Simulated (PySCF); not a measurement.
CH4BBr, SMILES CBBr. Geometry optimised at PBE0-D3(BJ)/def2-TZVP.

Q: Give the equilibrium geometry at PBE0-D3(BJ)/def2-TZVP (PySCF confirms it by a frequency run) as bond lengths and angles, and its point group. (The exact figures need the calculation; the answer reports its results.)

A: point group Cs.
Atoms: B1 H2 Br3 C4 H5 H6 H7. Bond lengths (Å): B1–H2 1.193, B1–Br3 1.912, B1–C4 1.546, C4–H5 1.089, C4–H6 1.097, C4–H7 1.097. Angles (°): H2–B1–Br3 115.1, H2–B1–C4 123.1, Br3–B1–C4 121.8, B1–C4–H5 115.2, B1–C4–H6 109.0, B1–C4–H7 109.0, H5–C4–H6 109.1, H5–C4–H7 109.1, H6–C4–H7 104.8.
